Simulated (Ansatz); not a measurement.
Sn₂₄OH₄₀. Charge 0, multiplicity 1. Geometry PBE-D4/def2-SVP, loosely relaxed.

```xyz
65

Sn    3.517   -2.776   -5.138
Sn    7.764   -2.116   -2.529
Sn    3.646   -2.036   -0.500
O     0.380   -1.947   -0.204
Sn    3.319    0.752   -0.944
Sn    4.588    1.260   -3.452
Sn   -0.366   -1.370    3.346
Sn   -4.977   -0.725    1.434
Sn   -2.611    2.723    3.410
Sn   -1.469    1.168   -0.437
Sn   -6.745    1.446    5.042
Sn   -6.115    3.748    0.539
Sn    2.811   -3.740   -2.588
Sn   -0.409   -3.346    1.281
Sn   -6.453   -1.064    3.811
Sn    6.434   -2.162   -0.059
Sn    1.813    0.260    2.343
Sn   -4.215    2.473    5.712
Sn    3.034   -0.020   -5.425
Sn    7.235    0.329   -3.817
Sn   -0.755   -1.166   -1.868
Sn    1.023    2.428   -0.912
Sn   -2.398    0.224    2.095
Sn   -6.251    1.072   -0.325
Sn   -3.595    4.544    1.501
H     2.709   -3.737   -6.341
H     5.222   -3.052   -5.331
H     9.477   -2.316   -2.325
H     7.200   -3.441   -3.498
H     2.906   -2.538    1.001
H     0.795   -1.199    0.316
H     4.339    1.481    0.278
H     4.588    2.972   -3.796
H    -1.237   -2.180    4.641
H    -4.794   -2.262    0.624
H    -1.006    3.210    3.879
H    -2.718    1.906   -1.411
H    -7.767    1.342    6.441
H    -7.515    2.521    3.919
H    -7.274    3.963    1.815
H    -6.602    4.784   -0.770
H     3.545   -5.293   -2.312
H     1.091   -3.987   -2.491
H     0.760   -4.620    1.038
H    -1.806   -3.798    0.329
H    -5.581   -2.130    4.870
H    -7.994   -1.799    3.492
H     6.841   -3.564    0.884
H     6.899   -0.765    0.863
H     3.115   -0.347    3.394
H     1.281    1.641    3.351
H    -3.438    1.351    6.787
H    -4.356    3.982    6.560
H     3.454    0.462   -7.041
H     1.335    0.290   -5.232
H     7.545    0.174   -5.524
H     8.343    1.517   -3.200
H     0.530   -1.108   -3.051
H    -1.708   -2.585   -2.182
H     0.886    3.236   -2.455
H     1.305    3.645    0.293
H    -5.514    0.939   -1.891
H    -7.920    0.625   -0.515
H    -2.466    4.545    0.176
H    -3.675    6.173    2.099
```

In the def2 sets Sn takes a core potential; there is no spin–orbit coupling. Single mean-field runs in def2-SVP, def2-TZVP are fitted with def2-universal-jkfit. The geometry of the charge 0 singlet is only loosely relaxed.

Q: Estimate the orbital energies around the gap (eV) in Ansatz with PBE-D4/def2-SVP, PBE-D4/def2-TZVP, r2SCAN-D4/def2-TZVP, PBE0-D4/def2-SVP, PBE0-D4/def2-TZVP.

A: 
```json
{"orbital": "HOMO−13", "PBE-D4/def2-SVP": "-6.68", "PBE-D4/def2-TZVP": "-6.75", "r2SCAN-D4/def2-TZVP": "-7.01", "PBE0-D4/def2-SVP": "-7.67", "PBE0-D4/def2-TZVP": "-7.70"}
{"orbital": "HOMO−12", "PBE-D4/def2-SVP": "-6.58", "PBE-D4/def2-TZVP": "-6.66", "r2SCAN-D4/def2-TZVP": "-6.91", "PBE0-D4/def2-SVP": "-7.58", "PBE0-D4/def2-TZVP": "-7.61"}
{"orbital": "HOMO−11", "PBE-D4/def2-SVP": "-6.49", "PBE-D4/def2-TZVP": "-6.55", "r2SCAN-D4/def2-TZVP": "-6.79", "PBE0-D4/def2-SVP": "-7.43", "PBE0-D4/def2-TZVP": "-7.45"}
{"orbital": "HOMO−10", "PBE-D4/def2-SVP": "-6.34", "PBE-D4/def2-TZVP": "-6.40", "r2SCAN-D4/def2-TZVP": "-6.63", "PBE0-D4/def2-SVP": "-7.26", "PBE0-D4/def2-TZVP": "-7.29"}
{"orbital": "HOMO−9", "PBE-D4/def2-SVP": "-6.29", "PBE-D4/def2-TZVP": "-6.36", "r2SCAN-D4/def2-TZVP": "-6.59", "PBE0-D4/def2-SVP": "-7.21", "PBE0-D4/def2-TZVP": "-7.25"}
{"orbital": "HOMO−8", "PBE-D4/def2-SVP": "-6.24", "PBE-D4/def2-TZVP": "-6.30", "r2SCAN-D4/def2-TZVP": "-6.53", "PBE0-D4/def2-SVP": "-7.14", "PBE0-D4/def2-TZVP": "-7.17"}
{"orbital": "HOMO−7", "PBE-D4/def2-SVP": "-6.19", "PBE-D4/def2-TZVP": "-6.26", "r2SCAN-D4/def2-TZVP": "-6.49", "PBE0-D4/def2-SVP": "-7.10", "PBE0-D4/def2-TZVP": "-7.13"}
{"orbital": "HOMO−6", "PBE-D4/def2-SVP": "-6.17", "PBE-D4/def2-TZVP": "-6.23", "r2SCAN-D4/def2-TZVP": "-6.45", "PBE0-D4/def2-SVP": "-7.05", "PBE0-D4/def2-TZVP": "-7.07"}
{"orbital": "HOMO−5", "PBE-D4/def2-SVP": "-6.05", "PBE-D4/def2-TZVP": "-6.12", "r2SCAN-D4/def2-TZVP": "-6.34", "PBE0-D4/def2-SVP": "-6.92", "PBE0-D4/def2-TZVP": "-6.96"}
{"orbital": "HOMO−4", "PBE-D4/def2-SVP": "-6.03", "PBE-D4/def2-TZVP": "-6.09", "r2SCAN-D4/def2-TZVP": "-6.31", "PBE0-D4/def2-SVP": "-6.89", "PBE0-D4/def2-TZVP": "-6.91"}
{"orbital": "HOMO−3", "PBE-D4/def2-SVP": "-5.98", "PBE-D4/def2-TZVP": "-6.05", "r2SCAN-D4/def2-TZVP": "-6.26", "PBE0-D4/def2-SVP": "-6.84", "PBE0-D4/def2-TZVP": "-6.86"}
{"orbital": "HOMO−2", "PBE-D4/def2-SVP": "-5.87", "PBE-D4/def2-TZVP": "-5.94", "r2SCAN-D4/def2-TZVP": "-6.15", "PBE0-D4/def2-SVP": "-6.71", "PBE0-D4/def2-TZVP": "-6.73"}
{"orbital": "HOMO−1", "PBE-D4/def2-SVP": "-5.70", "PBE-D4/def2-TZVP": "-5.76", "r2SCAN-D4/def2-TZVP": "-5.96", "PBE0-D4/def2-SVP": "-6.50", "PBE0-D4/def2-TZVP": "-6.53"}
{"orbital": "HOMO", "PBE-D4/def2-SVP": "-4.98", "PBE-D4/def2-TZVP": "-5.08", "r2SCAN-D4/def2-TZVP": "-5.22", "PBE0-D4/def2-SVP": "-5.69", "PBE0-D4/def2-TZVP": "-5.75"}
{"orbital": "LUMO", "PBE-D4/def2-SVP": "-3.07", "PBE-D4/def2-TZVP": "-3.18", "r2SCAN-D4/def2-TZVP": "-3.06", "PBE0-D4/def2-SVP": "-2.45", "PBE0-D4/def2-TZVP": "-2.53"}
{"orbital": "LUMO+1", "PBE-D4/def2-SVP": "-2.91", "PBE-D4/def2-TZVP": "-3.03", "r2SCAN-D4/def2-TZVP": "-2.92", "PBE0-D4/def2-SVP": "-2.29", "PBE0-D4/def2-TZVP": "-2.37"}
{"orbital": "LUMO+2", "PBE-D4/def2-SVP": "-2.75", "PBE-D4/def2-TZVP": "-2.86", "r2SCAN-D4/def2-TZVP": "-2.72", "PBE0-D4/def2-SVP": "-2.09", "PBE0-D4/def2-TZVP": "-2.17"}
{"orbital": "LUMO+3", "PBE-D4/def2-SVP": "-2.61", "PBE-D4/def2-TZVP": "-2.72", "r2SCAN-D4/def2-TZVP": "-2.59", "PBE0-D4/def2-SVP": "-1.98", "PBE0-D4/def2-TZVP": "-2.06"}
{"orbital": "LUMO+4", "PBE-D4/def2-SVP": "-2.47", "PBE-D4/def2-TZVP": "-2.60", "r2SCAN-D4/def2-TZVP": "-2.45", "PBE0-D4/def2-SVP": "-1.81", "PBE0-D4/def2-TZVP": "-1.90"}
{"orbital": "LUMO+5", "PBE-D4/def2-SVP": "-2.41", "PBE-D4/def2-TZVP": "-2.53", "r2SCAN-D4/def2-TZVP": "-2.36", "PBE0-D4/def2-SVP": "-1.73", "PBE0-D4/def2-TZVP": "-1.83"}
```
